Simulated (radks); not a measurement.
In6+, 43 electrons, occupied as [Kr] 4d7. All-electron calculation, non-relativistic Kohn-Sham, LB94 model potential, spin-polarised, spherical densities, point nucleus; open shells are filled with parallel spins first (spin-orbit coupling, left out, can overturn this in heavy ions); relativity is left out, which matters for an element this heavy. Program: a radial shooting solver on a logarithmic mesh with Libxc functionals.

Unscreened Slater integrals over Kohn-Sham orbitals (cm^-1). They are taken over the spin-up orbitals.

F0(4d,4d): 189870
F2(4d,4d): 96834
F4(4d,4d): 64338
F0(4d,4p): 202090
F2(4d,4p): 103290
G1(4d,4p): 131580
G3(4d,4p): 81547
F0(4d,4s): 206400
G2(4d,4s): 100620
F0(4p,4p): 217170
F2(4p,4p): 114270
F0(4p,4s): 222560
G1(4p,4s): 152240
F0(4s,4s): 228430

Derived for the open shells (J is the average intra-shell exchange parameter used in DFT+U). 4d: Racah B = F2/49 - 5 F4/441 = 1247 cm^-1, C = 35 F4/441 = 5106 cm^-1, C/B = 4.10, F4/F2 = 0.664, J = (F2 + F4)/14 = 11510 cm^-1.
